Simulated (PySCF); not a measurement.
# How methods differ on the excitation energy of C⁺

C⁺ [He] 2s2 2p1 (2P) → C⁺ [He] 2s1 2p1 3s1 (4P), as a difference of total energies. All numbers are calculated (PySCF 2.14, scalar relativity by spin-free X2C-1e, in aug-cc-pVQZ-DK). Correlated levels: valence: 1s2 frozen. The calculations carry no spin-orbit coupling.

```json
{"method": "UHF", "excitation energy (cm⁻¹)": "152140"}
{"method": "PBE", "excitation energy (cm⁻¹)": "161660"}
{"method": "r2SCAN", "excitation energy (cm⁻¹)": "160650"}
{"method": "BP86", "excitation energy (cm⁻¹)": "163030"}
{"method": "r2SCANh", "excitation energy (cm⁻¹)": "160810"}
{"method": "PW91", "excitation energy (cm⁻¹)": "162090"}
{"method": "M06-L", "excitation energy (cm⁻¹)": "166120"}
{"method": "MP2 (valence)", "excitation energy (cm⁻¹)": "162460"}
{"method": "SCS-MP2 (valence)", "excitation energy (cm⁻¹)": "165280"}
```

Estimate what PBE0 gives.

161670 cm⁻¹, closest to PBE among the rows shown.

Estimate what LDA gives.

162080 cm⁻¹, closest to PW91 among the rows shown.

The promoted electron is Rydberg-like, and one or two diffuse shells describe it only roughly, which tends to raise the upper state.
